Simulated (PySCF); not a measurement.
C5H7N, SMILES C#C/C=N/CC.

The structure is a stationary point at B3LYP-D3(BJ)/def2-SVP. The structure was generated by enumeration; whether it is a known compound was not checked. Other conformers were not sampled.

Computed with M06-2X/def2-TZVP run with PySCF.

The molecule is in vacuum.

```
Quantity                                                                                                        Result
---------------------------------------------------------------------------------------------  -----------------------
total energy                                                                                        -249.37905 hartree
highest occupied level                                                                                        -8.89 eV
lowest empty level                                                                                            -0.40 eV
orbital gap                                                                                                    8.49 eV
dipole moment                                                                                                   1.42 D
quadrupole, principal values (traceless, Buckingham form, about the centre of nuclear charge)  -5.63, -4.72, 10.34 D·Å
mean static polarisability                                                                       69.9 bohr³ (10.36 Å³)
polarisability, principal values                                                               46.8, 53.6, 109.3 bohr³
```
